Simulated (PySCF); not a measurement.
C7H11FSi.
SMILES: `C#CC[C@@H](C)[Si@@H]1C[C@H]1F`

Torsions of this conformer, `[CH:1]#[C:2][CH2:3][C@@H:4]([CH3:5])[Si@@H:6]1[CH2:7][C@H:8]1[F:9]`: C2–C3–C4–C5 -65°, C3–C4–Si6–C7 -105°.

The closed-shell ground state was solved at several levels (PySCF, density fitting, gas phase, non-relativistic). Isolated species at its PBE0-D3(BJ)/def2-SVP geometry (one conformer only).

```tsv
level	basis functions	HOMO (eV)	LUMO (eV)	gap (eV)	dipole (D)
B3LYP/def2-SVPD	275	-6.57	0.00	6.57	2.70
PBE0/pcSseg-1	215	-6.73	0.47	7.20	2.51
```

Question: What might wB97X-D/pcSseg-1 (215 basis functions) give for the same quantities?

Answer: HOMO -8.60 eV, LUMO 2.22 eV, gap 10.82 eV, dipole 2.59 D.

Question: Over all these levels, which gives the widest orbital gap and which the narrowest?

Answer: wB97X-D/pcSseg-1 (range-separated hybrid) has the widest, 10.82 eV, and B3LYP/def2-SVPD (global hybrid, 20 % exact exchange) the narrowest, 6.57 eV. Functional and basis both differ between the two, so the spread mixes both effects.

Question: How far do the dipole and the HOMO energy spread over the levels?

Answer: The dipole runs from 2.51 to 2.70 D (mean 2.60 D) and the HOMO from -8.60 to -6.57 eV.
